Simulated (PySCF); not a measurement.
C₂HCl₂, SMILES [CH]=C(Cl)Cl, multiplicity 2. The structure is a stationary point at PBE0-D3(BJ)/def2-SVP. The isomer is the one that the SMILES or the coordinates give; other isomers of the formula were not compared.

Computed with PBE0-D3(BJ)/def2-SVP (PySCF).

Harmonic wavenumbers (cm⁻¹): 293, 340, 467, 601, 636, 703, 892, 1678, 3336. Rotational constants (GHz): 8.062, 3.341, 2.362; symmetry number 1.

Problem. Work out the zero-point energy and the ideal-gas rigid-rotor harmonic-oscillator thermochemistry at 298.15 K and 1 atm.

Solution. ZPE = ½ Σ hcν = ½ × 8945 cm⁻¹ = 53.50 kJ/mol. H − E(el) = 67.41 kJ/mol. Entropy in J/(mol K): translation 165.66, rotation 108.90, vibration 19.70, spin 5.76, total 300.02. G − E(el) = -22.04 kJ/mol. Cp = 66.60 J/(mol K).
